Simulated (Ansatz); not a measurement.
One geometry of CH6Cl2SSi2, SMILES `C[SiH](Cl)S[SiH2]Cl`, several functionals.

```yaml
crystal:
  periodic: [false, false, false]
  atoms:
    - {symbol: C, position_ang: [0.838877, 1.079026, -0.838426]}
    - {symbol: Si, position_ang: [0.004576, 1.204583, 0.812064]}
    - {symbol: Cl, position_ang: [1.405642, 0.910121, 2.285348]}
    - {symbol: S, position_ang: [-1.633381, -0.151893, 1.064579]}
    - {symbol: Si, position_ang: [-0.998992, -1.830158, -0.063708]}
    - {symbol: Cl, position_ang: [0.789518, -2.597157, 0.587873]}
    - {symbol: H, position_ang: [0.117346, 1.210537, -1.647761]}
    - {symbol: H, position_ang: [1.340149, 0.117107, -0.960495]}
    - {symbol: H, position_ang: [1.594464, 1.865377, -0.910488]}
    - {symbol: H, position_ang: [-0.593580, 2.537329, 1.046684]}
    - {symbol: H, position_ang: [-2.049692, -2.854076, 0.115843]}
    - {symbol: H, position_ang: [-0.814916, -1.490787, -1.491522]}
basis:
  gaussian: {orbitals: def2-TZVPP}
hamiltonian: {xc: {name: B3LYP}, dispersion: d4}
output: {forces: true, orbitals: {seedname: orbitals}}
```

```sh
$ ansatz run in.yaml --threads 2 --pin off --events-out ev --progress --plain --max-ram 22528MiB --backend cuda --devices 0, --max-vram 18GiB
```

Shortened log:

```
Functional definition: B3LYP
2038 factors; their error is unknown
mean field evaluation 1: about -52773.3384 eV, gradient 5.5e1 eV
mean field evaluation 2: about -52770.0889 eV, gradient 6.1e1 eV
mean field evaluation 4: about -52780.0022 eV, gradient 3.7e0 eV
mean field evaluation 8: about -52780.0314 eV, gradient 3.7e-2 eV
mean field evaluation 16: about -52780.1000 eV, gradient 1.8e-4 eV
mean field -52780.09996220 eV, -1939.6328979743 hartree, gradient 5.8e-5 eV, S^2 0.000000; 0 other end points of the search recorded, 0 dependent functions left out
reference -52780.10028805 eV, -1939.6329099489 hartree; 45, 45 occupied and 280, 280 virtual orbitals, 2038 factors
Total energy: -52780.85741064 eV, -1939.6607336907 hartree
Atom 0 at     0.838877     1.079026    -0.838426 Å, force     0.058251    -0.005159    -0.100352 eV/Å
Atom 1 at     0.004576     1.204583     0.812064 Å, force    -0.121391     0.261316    -0.025572 eV/Å
Atom 2 at     1.405642     0.910121     2.285348 Å, force     0.159966    -0.031708     0.161152 eV/Å
Atom 3 at    -1.633381    -0.151893     1.064579 Å, force    -0.143852     0.022310     0.071439 eV/Å
Atom 4 at    -0.998992    -1.830158    -0.063708 Å, force    -0.233295    -0.137582    -0.227753 eV/Å
Atom 5 at     0.789518    -2.597157     0.587873 Å, force     0.196363    -0.083175     0.068791 eV/Å
Atom 6 at     0.117346     1.210537    -1.647761 Å, force     0.056072    -0.010118     0.030409 eV/Å
Atom 7 at     1.340149     0.117107    -0.960495 Å, force    -0.028636     0.073451    -0.011871 eV/Å
Atom 8 at     1.594464     1.865377    -0.910488 Å, force    -0.036243    -0.046173    -0.016949 eV/Å
Atom 9 at    -0.593580     2.537329     1.046684 Å, force     0.045119    -0.079067    -0.027399 eV/Å
Atom 10 at    -2.049692    -2.854076     0.115843 Å, force     0.069218     0.066307    -0.024484 eV/Å
Atom 11 at    -0.814916    -1.490787    -1.491522 Å, force    -0.021574    -0.030402     0.102590 eV/Å
Dipole moment:    -0.104240     0.131197    -0.454349 e Å
```

It took 2.4 s on 2 threads of an AMD EPYC 7R13 on a shared host and a share of an NVIDIA H100 80 GB, with 0.96 GiB of host memory at the peak.

The same input with `hamiltonian: {xc: pbe, dispersion: d4}` (abridged; 2.2 s):

```
Functional definition: PBE
mean field evaluation 16: about -52752.9455 eV, gradient 8.7e-4 eV
mean field -52752.94551184 eV, -1938.6349903295 hartree, gradient 3.3e-5 eV, S^2 0.000000
Total energy: -52753.41124267 eV, -1938.6521056218 hartree
Atom 0 force    -0.007164     0.014912    -0.003070 eV/Å
Atom 1 force    -0.028013     0.017474    -0.067099 eV/Å
Atom 2 force     0.204919    -0.033003     0.219395 eV/Å
Atom 3 force    -0.285593     0.043610     0.154438 eV/Å
Atom 4 force    -0.051597     0.018051    -0.054843 eV/Å
Atom 5 force     0.261567    -0.126852     0.086777 eV/Å
Atom 6 force    -0.129458     0.022381    -0.158218 eV/Å
Atom 7 force     0.090978    -0.179569    -0.025682 eV/Å
Atom 8 force     0.144311     0.147501    -0.021510 eV/Å
Atom 9 force    -0.079517     0.157113     0.024486 eV/Å
Atom 10 force    -0.134907    -0.114302     0.017903 eV/Å
Atom 11 force     0.014476     0.032683    -0.172577 eV/Å
Dipole moment:    -0.082991     0.126358    -0.437448 e Å
```

B3LYP takes the VWN-RPA correlation (the form of Gaussian; ORCA's B3LYP/G).
